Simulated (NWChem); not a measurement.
System: C3H6OSi; SMILES C#CCO[SiH3]

NWChem input:

```
start job
memory heap 200 mb stack 900 mb global 1100 mb
geometry units angstroms noautosym nocenter noautoz
  C      0.344645     3.085234     0.000000
  C     -0.084170     1.953890     0.000000
  C     -0.630004     0.598659     0.000000
  O      0.392368    -0.360409     0.000000
  Si     0.124241    -2.007209     0.000000
  H      0.731695     4.087562     0.000000
  H     -1.284176     0.485544     0.887849
  H     -1.284176     0.485544    -0.887849
  H      1.465002    -2.647391     0.000000
  H     -0.651478    -2.416792     1.213138
  H     -0.651478    -2.416792    -1.213138
end
basis spherical
  * library pcsseg-1
end
dft
  xc pbe0
  iterations 150
end
property
  shielding 9 1 2 3 4 5 6 7 9 10
end
task dft property
```

Output (shortened):

```
             Northwest Computational Chemistry Package (NWChem) 7.3.0
             --------------------------------------------------------

                             Geometry "geometry" -> ""
                             -------------------------

 Output coordinates in angstroms (scale by  1.889725989 to convert to a.u.)

  No.       Tag          Charge          X              Y              Z
 ---- ---------------- ---------- -------------- -------------- --------------
    1 C                    6.0000     0.34464500     3.08523400     0.00000000
    2 C                    6.0000    -0.08417000     1.95389000     0.00000000
    3 C                    6.0000    -0.63000400     0.59865900     0.00000000
    4 O                    8.0000     0.39236800    -0.36040900     0.00000000
    5 Si                  14.0000     0.12424100    -2.00720900     0.00000000
    6 H                    1.0000     0.73169500     4.08756200     0.00000000
    7 H                    1.0000    -1.28417600     0.48554400     0.88784900
    8 H                    1.0000    -1.28417600     0.48554400    -0.88784900
    9 H                    1.0000     1.46500200    -2.64739100     0.00000000
   10 H                    1.0000    -0.65147800    -2.41679200     1.21313800
   11 H                    1.0000    -0.65147800    -2.41679200    -1.21313800

 Effective nuclear repulsion energy (a.u.)     199.7198821343

                              NWChem Property Module
                              ----------------------

  itol2e modified to match energy
  convergence criterion.

                                 NWChem DFT Module
                                 -----------------

 Summary of "ao basis" -> "ao basis" (spherical)
 ------------------------------------------------------------------------------
       Tag                 Description            Shells   Functions and Types
 ---------------- ------------------------------  ------  ---------------------
 C                          pcsseg-1                 7       17   3s3p1d
 O                          pcsseg-1                 7       17   3s3p1d
 Si                         pcsseg-1                10       24   4s5p1d
 H                          pcsseg-1                 3        5   2s1p

  itol2e modified to match energy
  convergence criterion.

            General Information
            -------------------
          SCF calculation type: DFT
          Wavefunction type:  closed shell.
          No. of atoms     :    11
          No. of electrons :    46
           Alpha electrons :    23
            Beta electrons :    23
          Charge           :     0
          Spin multiplicity:     1
          Use of symmetry is: off; symmetry adaption is: off
          Maximum number of iterations: 150
          AO basis - number of functions:   122
                     number of shells:    56
          Convergence on energy requested:  1.00D-07
          Convergence on density requested:  1.00D-05
          Convergence on gradient requested:  5.00D-04

              XC Information
              --------------
                         PBE0 Method XC Functional
                     Hartree-Fock (Exact) Exchange  0.250
          PerdewBurkeErnzerhof Exchange Functional  0.750
            Perdew 1991 LDA Correlation Functional  1.000 local
           PerdewBurkeErnz. Correlation Functional  1.000 non-local

             Grid Information
             ----------------
          Grid used for XC integration:  fine
          Radial quadrature: Mura-Knowles
          Angular quadrature: Lebedev.
          Tag              B.-S. Rad. Rad. Pts. Rad. Cut. Ang. Pts.
          ---              ---------- --------- --------- ---------
          C                   0.70       70          14.0       590
          O                   0.60       70          12.0       590
          Si                  1.10      123          14.0       770
          H                   0.35       60          15.0       590
          Grid pruning is: on
          Number of quadrature shells:   763
          Spatial weights used:  Erf1

      Superposition of Atomic Density Guess
      -------------------------------------

 Sum of atomic energies:        -479.51190666

      Non-variational initial energy
      ------------------------------

 Total energy =    -481.895011
 1-e energy   =   -1053.890178
 2-e energy   =     372.275286
 HOMO         =      -0.323046
 LUMO         =       0.003761

   convergence    iter        energy       DeltaE   RMS-Dens  Diis-err
 ---------------- ----- ----------------- --------- --------- ---------
 d= 0,ls=0.0,diis     1   -482.1139425087 -6.82D+02  1.06D-02  8.16D-01
 d= 0,ls=0.0,diis     2   -482.1143495561 -4.07D-04  6.20D-03  8.86D-01
 d= 0,ls=0.0,diis     3   -482.1903549684 -7.60D-02  1.42D-03  8.31D-02
 d= 0,ls=0.0,diis     4   -482.1965266515 -6.17D-03  5.13D-04  9.32D-03
 d= 0,ls=0.0,diis     5   -482.1974073291 -8.81D-04  1.90D-04  1.63D-03
  Resetting Diis
 d= 0,ls=0.0,diis     6   -482.1975890807 -1.82D-04  6.52D-05  1.58D-04
 d= 0,ls=0.0,diis     7   -482.1976082812 -1.92D-05  2.03D-05  2.40D-06
 d= 0,ls=0.0,diis     8   -482.1976082572  2.41D-08  9.45D-06  2.63D-06

         Total DFT energy =     -482.197608257186
      One electron energy =    -1058.344869763874
           Coulomb energy =      424.027076151991
    Exchange-Corr. energy =      -47.599696779595
 Nuclear repulsion energy =      199.719882134291

 Numeric. integr. density =       46.000002593397

                       DFT Final Molecular Orbital Analysis
                       ------------------------------------

 Vector   21  Occ=2.000000D+00  E=-3.167559D-01
              MO Center= -3.0D-03, -2.4D-01, -3.9D-09, r^2= 4.5D+00
   Bfn.  Coefficient  Atom+Function         Bfn.  Coefficient  Atom+Function
  ----- ------------  ---------------      ----- ------------  ---------------
    63      0.361133   4 O  pz               60      0.336695   4 O  pz
   113     -0.202974  10 H  s               118      0.202974  11 H  s
   114     -0.179957  10 H  s               119      0.179957  11 H  s
    57      0.176779   4 O  pz               26     -0.169904   2 C  pz
     9     -0.152234   1 C  pz               84     -0.134700   5 Si pz

 Vector   22  Occ=2.000000D+00  E=-3.020004D-01
              MO Center=  1.2D-01,  2.4D+00, -2.4D-10, r^2= 1.7D+00
   Bfn.  Coefficient  Atom+Function         Bfn.  Coefficient  Atom+Function
  ----- ------------  ---------------      ----- ------------  ---------------
    24      0.307907   2 C  px                7      0.303383   1 C  px
    10      0.227268   1 C  px               27      0.220628   2 C  px
     4      0.143849   1 C  px               21      0.143945   2 C  px
    25     -0.119080   2 C  py                8     -0.118464   1 C  py
    28     -0.083301   2 C  py               54     -0.080396   4 O  s

 Vector   23  Occ=2.000000D+00  E=-2.861753D-01
              MO Center= -3.5D-02,  1.8D+00, -4.3D-10, r^2= 3.3D+00
   Bfn.  Coefficient  Atom+Function         Bfn.  Coefficient  Atom+Function
  ----- ------------  ---------------      ----- ------------  ---------------
     9      0.294944   1 C  pz               26      0.257561   2 C  pz
    12      0.227619   1 C  pz               29      0.204633   2 C  pz
    63      0.201155   4 O  pz               98     -0.186554   7 H  s
   103      0.186554   8 H  s                60      0.180232   4 O  pz
     6      0.140125   1 C  pz               43     -0.122803   3 C  pz

[...]

          -----------------------------------------
          Chemical Shielding Tensors (GIAO, in ppm)
          -----------------------------------------

                                NWChem CPHF Module
                                ------------------

  scftype          =     RHF
  nclosed          =       23
  nopen            =        0
  variables        =     2277
  # of vectors     =        3
  tolerance        = 0.10D-03
  level shift      = 0.00D+00
  max iterations   =       50
  max subspace     =       30

 SCF residual:    8.3894410268484153E-004

Iterative solution of linear equations
  No. of variables     2277
  No. of equations        3
  Maximum subspace       30
        Iterations       50
       Convergence  1.0D-04

   iter   nsub   residual    time
   ----  ------  --------  ---------
     1      3    4.04D-01      71.6
     2      6    2.30D-02      80.9
     3      9    2.29D-03      90.1
     4     12    1.73D-04      99.1
     5     15    1.10D-05     108.8

      Atom:    1  C
        Diamagnetic
    249.0565     10.9336     -0.0000
     10.9336    278.3689     -0.0000
     -0.0000     -0.0000    244.6187

        Paramagnetic
   -186.9680     51.3007      0.0000
     51.3007    -61.4281      0.0000
      0.0000      0.0000   -211.1131

        Total Shielding Tensor
     62.0884     62.2343      0.0000
     62.2343    216.9408      0.0000
      0.0000      0.0000     33.5056

           isotropic =     104.1783
          anisotropy =     202.0106

          Principal Components and Axis System
                 1           2           3
              238.8520     40.1772     33.5056

      1         0.3321      0.9432     -0.0000
      2         0.9432     -0.3321     -0.0000
      3         0.0000      0.0000      1.0000

      Atom:    2  C
        Diamagnetic
    247.0940     11.4985     -0.0000
     11.4985    284.4040     -0.0000
     -0.0000     -0.0000    242.6800

        Paramagnetic
   -205.8266     87.9199      0.0000
     87.9199    -25.1723      0.0000
      0.0000      0.0000   -241.6154

        Total Shielding Tensor
     41.2674     99.4184     -0.0000
     99.4184    259.2318      0.0000
     -0.0000      0.0000      1.0646

           isotropic =     100.5213
          anisotropy =     295.8673

          Principal Components and Axis System
                 1           2           3
              297.7662      2.7330      1.0646

      1         0.3614      0.9324      0.0000
      2         0.9324     -0.3614     -0.0000
      3         0.0000     -0.0000      1.0000

      Atom:    3  C
        Diamagnetic
    249.3496     -7.6103     -0.0000
     -7.6103    257.8330      0.0000
     -0.0000      0.0000    240.8125

        Paramagnetic
   -110.5869    -23.6006     -0.0000
    -23.6006   -114.8099     -0.0000
     -0.0000     -0.0000   -136.3658

        Total Shielding Tensor
    138.7628    -31.2108     -0.0000
    -31.2108    143.0231     -0.0000
     -0.0000     -0.0000    104.4467

           isotropic =     128.7442
          anisotropy =      65.1483

          Principal Components and Axis System
                 1           2           3
              172.1764    109.6095    104.4467

      1        -0.6826      0.7308      0.0000
      2         0.7308      0.6826      0.0000
      3         0.0000     -0.0000      1.0000

      Atom:    4  O
        Diamagnetic
    396.3518    -14.2430     -0.0000
    -14.2430    421.7084      0.0000
     -0.0000      0.0000    382.9130

        Paramagnetic
    -55.0606     40.4560      0.0000
     40.4560   -114.4787      0.0000
      0.0000      0.0000    -60.3573

        Total Shielding Tensor
    341.2912     26.2130      0.0000
     26.2130    307.2297      0.0000
      0.0000      0.0000    322.5557

           isotropic =     323.6922
          anisotropy =      47.7419

          Principal Components and Axis System
                 1           2           3
              355.5201    322.5557    293.0008

      1         0.8789     -0.0000     -0.4771
      2         0.4771     -0.0000      0.8789
      3         0.0000      1.0000      0.0000

      Atom:    5  Si
        Diamagnetic
    876.6725      0.3444      0.0000
      0.3444    886.3696     -0.0000
      0.0000     -0.0000    875.8827

        Paramagnetic
   -536.0492      7.9824     -0.0000
      7.9824   -414.8984     -0.0000
     -0.0000     -0.0000   -542.5713

        Total Shielding Tensor
    340.6233      8.3268     -0.0000
      8.3268    471.4712     -0.0000
     -0.0000     -0.0000    333.3114

           isotropic =     381.8020
          anisotropy =     135.2955

          Principal Components and Axis System
                 1           2           3
              471.9989    340.0956    333.3114

      1         0.0633      0.9980      0.0000
      2         0.9980     -0.0633     -0.0000
      3        -0.0000     -0.0000      1.0000

      Atom:    6  H
        Diamagnetic
     29.0467      4.1050     -0.0000
      4.1050     39.8704     -0.0000
     -0.0000     -0.0000     27.4688

        Paramagnetic
     -3.3145      0.0306      0.0000
      0.0306     -3.1307      0.0000
      0.0000      0.0000     -3.0597

        Total Shielding Tensor
     25.7321      4.1356      0.0000
      4.1356     36.7397      0.0000
      0.0000      0.0000     24.4091

           isotropic =      28.9603
          anisotropy =      13.7400

          Principal Components and Axis System
                 1           2           3
               38.1203     24.4091     24.3515

      1         0.3167     -0.0000      0.9485
      2         0.9485      0.0000     -0.3167
      3         0.0000      1.0000      0.0000

      Atom:    7  H
        Diamagnetic
     28.9701      0.1614    -10.2198
      0.1614     25.7375     -1.3011
    -10.2198     -1.3011     27.9729

        Paramagnetic
     -1.1663     -1.1473      5.7734
     -1.1473      2.1219      1.5502
      5.7734      1.5502     -2.6146

        Total Shielding Tensor
     27.8038     -0.9859     -4.4465
     -0.9859     27.8594      0.2490
     -4.4465      0.2490     25.3583

           isotropic =      27.0072
          anisotropy =       6.6463

          Principal Components and Axis System
                 1           2           3
               31.4381     27.6414     21.9421

      1         0.7757      0.1608      0.6102
      2        -0.2539      0.9648      0.0685
      3        -0.5777     -0.2080      0.7893

      Atom:    8  H
        Diamagnetic
     33.9803     -6.0021     -0.0000
     -6.0021     29.4000      0.0000
     -0.0000      0.0000     23.5742

        Paramagnetic
     -6.0977      2.7383      0.0000
      2.7383     -1.1562      0.0000
      0.0000      0.0000     -0.2925

        Total Shielding Tensor
     27.8825     -3.2638      0.0000
     -3.2638     28.2438      0.0000
      0.0000      0.0000     23.2817

           isotropic =      26.4694
          anisotropy =       7.2939

          Principal Components and Axis System
                 1           2           3
               31.3319     24.7944     23.2817

      1        -0.6873      0.7264     -0.0000
      2         0.7264      0.6873     -0.0000
      3         0.0000      0.0000      1.0000

      Atom:    9  H
        Diamagnetic
     26.2318      2.7579     -5.7326
      2.7579     27.5089     -4.3253
     -5.7326     -4.3253     31.1147

        Paramagnetic
     -1.5038     -0.9286      3.6097
     -0.9286     -0.0979      1.6650
      3.6097      1.6650     -3.7429

        Total Shielding Tensor
     24.7281      1.8292     -2.1229
      1.8292     27.4111     -2.6603
     -2.1229     -2.6603     27.3718

           isotropic =      26.5037
          anisotropy =       7.1194

          Principal Components and Axis System
                 1           2           3
               31.2499     24.7626     23.4985

      1         0.3941     -0.1425      0.9080
      2         0.6429      0.7487     -0.1616
      3        -0.6568      0.6474      0.3867
```

Level: PBE0/pcSseg-1, GIAO. Coordinates come from a PBE0/def2-SVP optimisation. The output numbers the shielded atoms by their place in the input's list. The printed shielding anisotropy is the first printed principal value minus the mean of the other two.
